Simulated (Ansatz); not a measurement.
CH8BNOSi (`N[SiH2]CBO`). Total charge 0; spin multiplicity 1.

```xyz
13

N    -0.170    1.401    1.664
Si   -0.308   -0.261    1.247
C    -0.682   -0.649   -0.559
B     0.435   -0.149   -1.506
O     1.405   -1.017   -1.900
H     0.626    1.941    1.365
H    -0.992    1.979    1.730
H    -1.415   -0.817    2.071
H     0.977   -0.917    1.608
H    -0.809   -1.736   -0.616
H    -1.641   -0.164   -0.774
H     0.500    0.998   -1.874
H     2.072   -0.609   -2.456
```

**Question.** Give the diagnostics of a CCSD(T)/def2-TZVPP run (frozen core, the Gaussian-basis code of Ansatz). (An estimate is asked.)

**Answer.** Computed: T1 = 0.0118, largest single amplitude 0.017, largest double 0.013, (T) share of the correlation energy 3.6 %, 9 CCSD cycles. The RHF solution is stable towards an unrestricted one. T1 lies under the customary mark of 0.02 for closed shells.
